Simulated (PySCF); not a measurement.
**How methods differ on the ionisation energy of Ag²⁺**

Ag²⁺ [Kr] 4d9 (2D) → Ag³⁺ [Kr] 4d8 (3F), as a difference of total energies. Computed with PySCF 2.14 in x2c-SVPall, with scalar relativity by spin-free X2C-1e. Correlated levels: valence: [Kr] frozen. The calculations carry no spin-orbit coupling.

```
           method  ionisation energy (eV)
              UHF                  33.012
             BP86                  35.245
              PBE                  35.168
    MP2 (valence)                  34.415
SCS-MP2 (valence)                  34.306
```

Task: How much does correlation contribute at MP2 (valence)?

Result: 34.415 − (33.012) = 1.403 eV, measured against UHF.

The reference lies between the lowest fine-structure levels, while these numbers refer to the centres of the terms.

Errors of the correlated levels include the incompleteness of this basis and the frozen core.

For comparison: 34.8 ± 0.3 eV (semi-empirical (NIST evaluation); NIST Atomic Spectra Database, ionization energies).
